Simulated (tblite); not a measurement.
Parent: `[NH2:1][SiH2:2][SiH2:3][NH2:4]` with H–N1–Si2–Si3 -178° and 45°, N1–Si2–Si3–N4 3°, Si2–Si3–N4–H 45° and -178°, H8N2Si2.

Computed geometry: GFN2-xTB, gas phase. One conformer each, not checked by frequencies here.

| coordinate of the parent | value |
| --- | --- |
| N1–Si2 | 1.729 Å |
| Si2–Si3 | 2.295 Å |
| Si3–N4 | 1.729 Å |
| N1–Si2–Si3 | 107.7° |
| Si2–Si3–N4 | 108.0° |

Task: How does the shared frame change in `[CH3:1][CH:2]([CH3:3])[NH:4][SiH2:5][SiH2:6][NH2:7]` with C1–C2–N4–Si5 -149°, C2–N4–Si5–Si6 -179°, N4–Si5–Si6–N7 -15°, Si5–Si6–N7–H 179° and -45°, C3H14N2Si2? Atoms pair as N1 = N4, Si2 = Si5, Si3 = Si6, N4 = N7 (parent first).

Result: 
| parent | relative | value in the relative | change |
| --- | --- | --- | --- |
| N1–Si2 | N4–Si5 | 1.717 Å | -0.012 |
| Si2–Si3 | Si5–Si6 | 2.290 Å | -0.005 |
| Si3–N4 | Si6–N7 | 1.729 Å | 0.000 |
| N1–Si2–Si3 | N4–Si5–Si6 | 107.8° | +0.1 |
| Si2–Si3–N4 | Si5–Si6–N7 | 108.7° | +0.7 |

Of the parent's bonds, N1–Si2 changes most (-0.012 Å). Bonds of the relative outside the shared frame: C1–C2 1.528, C2–C3 1.530, C2–N4 1.444 Å. Point group C2 → C1.

Task: How does the shared frame change in `[CH3:1][CH2:2][NH:3][SiH2:4][SiH2:5][NH2:6]` with C1–C2–N3–Si4 145°, C2–N3–Si4–Si5 -52°, N3–Si4–Si5–N6 -152°, Si4–Si5–N6–H 47° and -175°, C2H12N2Si2? Atoms pair as N1 = N3, Si2 = Si4, Si3 = Si5, N4 = N6 (parent first).

Result: 
| parent | relative | value in the relative | change |
| --- | --- | --- | --- |
| N1–Si2 | N3–Si4 | 1.721 Å | -0.008 |
| Si2–Si3 | Si4–Si5 | 2.298 Å | +0.003 |
| Si3–N4 | Si5–N6 | 1.727 Å | -0.002 |
| N1–Si2–Si3 | N3–Si4–Si5 | 107.2° | -0.5 |
| Si2–Si3–N4 | Si4–Si5–N6 | 106.0° | -2.0 |

Of the parent's bonds, N1–Si2 changes most (-0.008 Å). Bonds of the relative outside the shared frame: C1–C2 1.526, C2–N3 1.442 Å. Point group C2 → C1.

Task: How does the shared frame change in `[CH3:1][C:2](=[O:3])[NH:4][SiH2:5][SiH2:6][NH2:7]` with C1–C2–N4–Si5 180°, C2–N4–Si5–Si6 63°, N4–Si5–Si6–N7 -24°, Si5–Si6–N7–H -38° and -176°, C2H10N2OSi2? Atoms pair as N1 = N7, Si2 = Si6, Si3 = Si5, N4 = N4 (parent first).

Result: 
```
    parent    relative  value in the relative  change
    N1–Si2      N7–Si6                1.720 Å  -0.009
   Si2–Si3     Si6–Si5                2.305 Å  +0.010
    Si3–N4      Si5–N4                1.770 Å  +0.041
N1–Si2–Si3  N7–Si6–Si5                 109.5°    +1.8
Si2–Si3–N4  Si6–Si5–N4                 113.6°    +5.6
```

Of the parent's bonds, Si3–N4 changes most (+0.041 Å). Bonds of the relative outside the shared frame: C1–C2 1.510, C2=O3 1.220, C2–N4 1.340 Å. Point group C2 → C1.

Task: How does the shared frame change in `[CH3:1][C:2]([CH3:3])([CH3:4])[NH:5][SiH2:6][SiH2:7][NH2:8]` with C2–N5–Si6–Si7 -169°, N5–Si6–Si7–N8 -159°, Si6–Si7–N8–H -46° and 177°, C4H16N2Si2? Atoms pair as N1 = N5, Si2 = Si6, Si3 = Si7, N4 = N8 (parent first).

Result: 
```
    parent    relative  value in the relative  change
    N1–Si2      N5–Si6                1.716 Å  -0.013
   Si2–Si3     Si6–Si7                2.289 Å  -0.006
    Si3–N4      Si7–N8                1.725 Å  -0.004
N1–Si2–Si3  N5–Si6–Si7                 105.8°    -1.9
Si2–Si3–N4  Si6–Si7–N8                 105.0°    -3.0
```

Of the parent's bonds, N1–Si2 changes most (-0.013 Å). Bonds of the relative outside the shared frame: C1–C2 1.525, C2–C3 1.534, C2–C4 1.535, C2–N5 1.451 Å. Point group C2 → C1.

Task: How does the shared frame change in `[NH2:1][SiH2:2][SiH2:3][NH:4][c:5]1[cH:6][cH:7][cH:8][cH:9][cH:10]1` with H–N1–Si2–Si3 46° and -175°, N1–Si2–Si3–N4 -9°, Si2–Si3–N4–C5 -51°, Si3–N4–C5–C6 169°, C6H12N2Si2? Atoms pair as N1 = N1, Si2 = Si2, Si3 = Si3, N4 = N4 (parent first).

Result: 
```json
{"parent": "N1–Si2", "relative": "N1–Si2", "value in the relative": "1.725 Å", "change": "-0.004"}
{"parent": "Si2–Si3", "relative": "Si2–Si3", "value in the relative": "2.308 Å", "change": "+0.013"}
{"parent": "Si3–N4", "relative": "Si3–N4", "value in the relative": "1.742 Å", "change": "+0.013"}
{"parent": "N1–Si2–Si3", "relative": "N1–Si2–Si3", "value in the relative": "107.8°", "change": "+0.1"}
{"parent": "Si2–Si3–N4", "relative": "Si2–Si3–N4", "value in the relative": "112.3°", "change": "+4.3"}
```

Of the parent's bonds, Si2–Si3 and Si3–N4 change most and about equally (+0.013 Å). Bonds of the relative outside the shared frame: N4–C5 1.374, C5–C6 1.398, C6–C7 1.380, C7–C8 1.385, C8–C9 1.385, C9–C10 1.381, C5–C10 1.396 Å. Point group C2 → C1.
